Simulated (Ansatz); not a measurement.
Cl₂FH₃OSi₂, SMILES `O[Si@H](Cl)[Si@H](F)Cl`, relaxed with RKS PBE-D4/def2-SVP in the Gaussian-basis code of Ansatz from a rough embedded geometry. The force threshold is 0.03 eV/Å; the program also tests the step.

Charge 0, multiplicity 1.

Start:

```xyz
9

O    -1.960   -0.339    0.181
Si   -0.696    0.444   -0.413
Cl   -0.649   -0.176   -2.364
Si    1.307    0.036    0.642
F     2.539    0.750    0.022
Cl    1.672   -2.026    0.674
H    -2.372   -1.032   -0.434
H    -1.016    1.917   -0.449
H     1.175    0.426    2.141
```

By how much does the energy fall, and how many steps does the optimiser take? (An estimate is asked.)

Computed: 51.92 kJ/mol, in 17 steps.

Which bonds change most? (An estimate is asked.)

Ansatz gave: Si4–F5 from 1.553 to 1.636 Å; O1–Si2 from 1.601 to 1.673 Å; Si4–H9 from 1.555 to 1.501 Å; Si2–Si4 from 2.300 to 2.354 Å.

Give the relaxed structure. (Best estimate.)

The calculation gave: 
```xyz
9

O    -1.965   -0.450   -0.008
Si   -0.777    0.593   -0.557
Cl   -0.271    0.272   -2.554
Si    1.156    0.041    0.667
F     2.541    0.413   -0.119
Cl    0.993   -2.044    0.769
H    -1.635   -1.357    0.146
H    -1.327    1.975   -0.415
H     1.286    0.557    2.071
```
